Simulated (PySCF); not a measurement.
## Calculated data, C₃H₈B

Computed with PySCF 2.14.0. Calculation on a computer-drawn molecule: the log of a Hartree-Fock and frozen-core CCSD(T) single point meant for a local Hartree-Fock minimum, with one planted fault or none, to be diagnosed. Offsets are logged minus clean, where the clean run is the same molecule without the fault. The reference is restricted for singlets and unrestricted otherwise, and also for a bond in bohr or an excited solution. Adding or removing an electron swaps singlet and doublet. The excited solution moves the top pair (singlet) or top alpha electron (doublet) to the lowest empty orbital. Highest occupied and lowest empty are orbital energies over both spins, largest force is the largest gradient component, triples share is (T) over the correlation energy, the T1 limit is 0.02 restricted and 0.045 unrestricted, electrons count all cores, a negative frequency is imaginary (commonest isotopes), and the dipole is about the centre of nuclear charge.

```xyz
12
formula=C3H8B meant_charge=0 meant_multiplicity=2 meant_basis=cc-pVDZ logged_electrons=31 logged_basis_functions=28 logged_SCF_converged=yes logged_spin_squared=0.7603 logged_highest_occupied=-8.7156 logged_lowest_empty=5.2027 logged_largest_force=0.023846 logged_T1_diagnostic=0.010778 logged_D1_diagnostic=0.065863 logged_triples_share=0.00768 logged_CC_converged=yes logged_dipole_magnitude=0.61563 logged_SCF_stable_within_its_kind=yes logged_energy_HF=-141.21494 logged_energy_CCSD(T)=-141.45323 possible_faults=no_fault,one_electron_removed,one_electron_added,multiplicity_raised_by_two,geometry_at_a_saddle_point,SCF_held_on_an_excited_solution,minimal_basis_STO-3G,one_bond_length_entered_in_bohr,all_coordinates_scaled
C      0.2084    -1.3051     0.3557
B     -0.6325    -1.1488     1.6870
C     -2.0822    -0.6273     1.7770
C     -2.9699    -0.1737     0.6539
H      1.1311    -0.7176     0.4368
H      0.5336    -2.3474     0.2507
H     -0.3005    -1.0134    -0.5651
H     -0.0980    -1.4630     2.7229
H     -2.5504    -0.5678     2.7581
H     -3.8863    -0.7729     0.6198
H     -2.4865    -0.2403    -0.3204
H     -3.2852     0.8644     0.8060
```

Units: logged_highest_occupied, logged_lowest_empty in eV; logged_largest_force in hartree/bohr; logged_dipole_magnitude in debye; logged_energy_HF, logged_energy_CCSD(T) in hartree.

Drawn bonds:
```
atom  other atom  order
   1           2      1
   2           3      1
   3           4      1
   1           5      1
   1           6      1
   1           7      1
   2           8      1
   3           9      1
   4          10      1
   4          11      1
   4          12      1
```

Q: Give the missing planted fault for C₃H₈B.
A: minimal basis STO-3G

Further results for C₃H₈B:

* HF energy offset from clean run: 1072 kcal/mol
* CCSD(T) energy offset from clean run: 1277 kcal/mol
